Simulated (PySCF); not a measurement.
## Radial density of As⁺ (arsenic, charge +1)

r2SCAN0, [Ar] 3d10 4s2 4p2, high-spin 3P determinant. Computed with PySCF 2.14 in dyall-av2z (16s12p8d, 92 functions), with the non-relativistic Hamiltonian (point nucleus).

```csv
r (bohr),4πr²ρ (e/bohr),4πr²(ρα − ρβ)
0.000725,0.1554,0.0000
0.00122,0.4261,0.0000
0.00205,1.141,0.0000
0.00345,2.944,0.0000
0.00580,7.129,0.0000
0.00976,15.55,0.0000
0.0164,28.47,0.0007
0.0276,39.30,0.0049
0.0464,37.05,0.0219
0.0781,33.57,0.0592
0.131,46.55,0.0590
0.221,34.54,-0.0150
0.372,26.49,0.1254
0.625,26.84,0.0478
1.05,7.334,0.2162
1.77,2.724,1.0537
2.98,0.7853,0.4860
5.01,0.04786,0.0420
8.42,7.366e-05,0.0001
```

Problem. Where is the radial spin density 4πr²(ρα − ρβ) most negative, and why is it negative at all?

Solution. Around r = 0.221 bohr, down to -0.0150 e/bohr: exchange with the open shell polarises the paired shells in an unrestricted calculation.
